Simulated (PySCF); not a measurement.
## Vanadium: a sound run and one with changed settings

Sound run: V [Ar] 3d3 4s2, V⁺ [Ar] 3d4. All numbers are calculated (PySCF 2.14, no relativity, point nucleus, in cc-pVTZ (7s6p4d2f1g, 68 functions)). In the sound run the correlated levels freeze [Ar]. The sound run starts from symmetry-adapted Hartree-Fock orbitals and uses a fine grid where one is needed.

Changed run: the spin-free X2C one-electron Hamiltonian (Gaussian nucleus). This setting is unsound on purpose.

```
species  method  sound run (hartree)  changed run (hartree)  converged
      V     UHF           -942.89200             -947.32871        yes
      V     LDA           -941.73448             -946.16731        yes
      V     MP2           -942.95045             -947.38779        yes
     V⁺     UHF           -942.67479             -947.10216        yes
     V⁺     LDA           -941.50682             -945.92906        yes
     V⁺     MP2           -942.72015             -947.14779        yes
```

Ionisation energy of V:

```
 method  sound run (eV)  changed run (eV)
    UHF           5.911             6.165
    LDA           6.195             6.483
   TPSS           6.047             6.361
    MP2           6.267             6.531
SCS-MP2           6.773             7.037
```

Most of the change in total energy is the relativistic energy itself. On top of that the contraction fixes the core shape for the Hamiltonian it was made with, so the changed run is not a good calculation with the other Hamiltonian either.

For comparison, NIST gives 6.746 eV between the lowest levels.
